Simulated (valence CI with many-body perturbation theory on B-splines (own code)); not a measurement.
**E1 line list for V9+**

Level of theory: configuration interaction combined with many-body perturbation theory (CI+MBPT): four valence electrons over a frozen Dirac-Fock core [Ne], radial functions for each j: 11 s, 11 p, 9 d, 7 f, 5 g, 2 h, 1 i, with the one-electron correlation potential Σ1 (screened to all orders), the two-electron term Σ2, the three-electron term Σ3, Breit, model QED; selected single and double excitations, second order for the rest, scaled by the run's own slope (own B-spline code, finite nucleus).

No measured spectrum was set against this ion. As an estimate, levels of excited configurations hold to 0.05 to 0.15 % of their energy, terms of the ground configuration to about 0.5 %.

Lines 1 to 50 of 227 in falling wavelength, among levels below 80.187 eV, chosen from the strongest by gf and those to the six lowest levels. Wavelengths and rates use the calculated energies, so an error of 100 cm⁻¹ moves a line at 77.70 nm by 0.078 % and its rate by three times that or more. Electric multipoles are in the length gauge, E1 and E2 with the static RPA response of the core. Weak lines are less certain than strong ones. Lines between different terms over intervals too small for the method are left out, as are lines whose strength nearly cancels. The highest levels of a list are the least certain.

Names give the largest LS component (configuration and term), which can be under half, so a name can repeat, a term be missing and a line seem to break the LS rules; names also repeat where a configuration has a term twice. Letters in brackets count levels of one name in rising energy.

```csv
λ vac (nm),Upper,Lower,A (s⁻¹),log gf,Branch %
77.70,3s 3p3 5S°_2,3s2 3p2 1D_2,2.44e+04,-4.96,0.7
73.72,3s 3p2 3d 3F_4 [a],3s2 3p 3d 3D°_3,5.13e+07,-1.42,15.1
70.06,3p4 3P_2,3s 3p3 3S°_1,3.15e+08,-0.94,5.5
68.95,3p4 1D_2,3s 3p3 1P°_1,2.18e+08,-1.11,6.0
67.17,3p4 3P_1,3s 3p3 3S°_1,3.44e+08,-1.16,5.8
65.85,3s 3p3 5S°_2,3s2 3p2 3P_2,2.30e+06,-3.13,66.3
65.36,3s 3p3 3D°_1,3s2 3p2 1S_0,6.65e+05,-3.89,0.1
63.65,3s 3p3 5S°_2,3s2 3p2 3P_1,1.14e+06,-3.46,33.0
61.64,3s 3p2 3d 1G_4,3s2 3p 3d 1F°_3,1.86e+08,-1.02,21.9
53.68,3s 3p3 3P°_1,3s2 3p2 1S_0,6.59e+06,-3.07,0.2
53.09,3s 3p3 3D°_1,3s2 3p2 1D_2,7.36e+06,-3.03,0.7
53.06,3s 3p3 3D°_2,3s2 3p2 1D_2,3.48e+06,-3.13,0.4
52.77,3s 3p3 3D°_3,3s2 3p2 1D_2,2.48e+07,-2.14,2.8
52.60,3s 3p2 3d 3F_4 [a],3s2 3p 3d 3F°_4,2.54e+08,-1.02,74.4
52.14,3s 3p2 3d 3F_3 [a],3s2 3p 3d 3F°_3,2.73e+08,-1.11,66.7
51.80,3s 3p2 3d 3F_2 [a],3s2 3p 3d 3F°_2,3.13e+08,-1.20,71.8
50.70,3s 3p2 3d 3D_3 [a],3s2 3p 3d 3D°_3,4.26e+08,-0.94,1.4
50.69,3s 3p2 3d 3D_2 [a],3s2 3p 3d 3D°_2,3.31e+08,-1.20,1.1
50.40,3s 3p2 3d 3D_1 [a],3s2 3p 3d 3D°_1,3.69e+08,-1.37,1.2
48.35,3p4 1D_2,3s 3p3 1D°_2,3.01e+09,-0.28,83.4
48.04,3p4 1S_0,3s 3p3 1P°_1,4.97e+09,-0.76,80.2
47.27,3s 3p3 3D°_1,3s2 3p2 3P_2,8.62e+06,-3.06,0.8
47.25,3s 3p3 3D°_2,3s2 3p2 3P_2,8.08e+07,-1.87,8.3
47.02,3s 3p3 3D°_3,3s2 3p2 3P_2,8.76e+08,-0.69,97.2
46.71,3s 3p2 3d 1F_3,3s2 3p 3d 3P°_2 [b],6.54e+08,-0.82,4.3
46.16,3p4 3P_2,3s 3p3 3P°_2,4.33e+08,-1.16,7.5
46.13,3s 3p3 3D°_1,3s2 3p2 3P_1,2.86e+08,-1.56,28.0
46.11,3s 3p3 3D°_2,3s2 3p2 3P_1,8.92e+08,-0.85,91.4
45.34,3s 3p2 3d 1F_3,3s2 3p 3d 3P°_2 [a],1.04e+09,-0.65,6.9
45.26,3s 3p3 3D°_1,3s2 3p2 3P_0,7.19e+08,-1.18,70.4
45.13,3p4 1S_0,3s 3p3 3S°_1,1.03e+09,-1.50,16.6
45.12,3s 3p3 3P°_1,3s2 3p2 1D_2,1.97e+07,-2.74,0.7
45.08,3s 3p3 3P°_2,3s2 3p2 1D_2,2.55e+06,-3.41,0.1
44.89,3p4 3P_1,3s 3p3 3P°_2,5.98e+08,-1.27,10.1
44.48,3p4 3P_0,3s 3p3 3P°_1,1.00e+09,-1.53,16.7
44.18,3s 3p2 3d 3D_2 [b],3s2 3p 3d 3D°_1,2.03e+08,-1.53,0.8
44.00,3s 3p2 3d 3D_3 [b],3s2 3p 3d 3D°_2,1.74e+08,-1.45,0.8
43.34,3s 3p2 3d 3D_1 [b],3s2 3p 3d 3P°_0,6.34e+08,-1.27,2.5
43.32,3s 3p2 3d 3P_1 [b],3s2 3p 3d 3D°_2,4.14e+08,-1.46,1.1
43.04,3s 3p2 3d 3P_2 [b],3s2 3p 3d 3D°_3,7.16e+08,-1.00,2.0
42.96,3s 3p2 3d 3P_2 [b],3s2 3p 3d 3D°_2,2.29e+08,-1.50,0.6
42.90,3s 3p2 3d 3D_1 [b],3s2 3p 3d 3P°_1,6.54e+08,-1.27,2.6
42.65,3s 3p2 3d 3D_2 [b],3s2 3p 3d 3P°_1,7.34e+08,-1.00,3.0
42.52,3s 3p2 3d 1P_1,3s2 3p 3d 3P°_2 [b],1.41e+09,-0.94,4.2
42.42,3s 3p2 3d 3D_3 [b],3s2 3p 3d 3P°_2 [b],9.17e+08,-0.76,4.2
42.35,3s 3p2 3d 3F_3 [b],3s2 3p 3d 3P°_2 [a],1.72e+08,-1.49,0.5
41.99,3s 3p2 3d 3P_2 [a],3s 3p3 3S°_1,5.67e+08,-1.13,1.9
41.76,3s 3p2 3d 3P_0 [b],3s2 3p 3d 3P°_1,1.31e+09,-1.47,3.6
41.72,3s 3p2 3d 3D_2 [b],3s2 3p 3d 3P°_2 [a],3.37e+08,-1.36,1.4
41.39,3s 3p2 3d 1P_1,3s2 3p 3d 3P°_2 [a],1.25e+09,-1.02,3.7
```
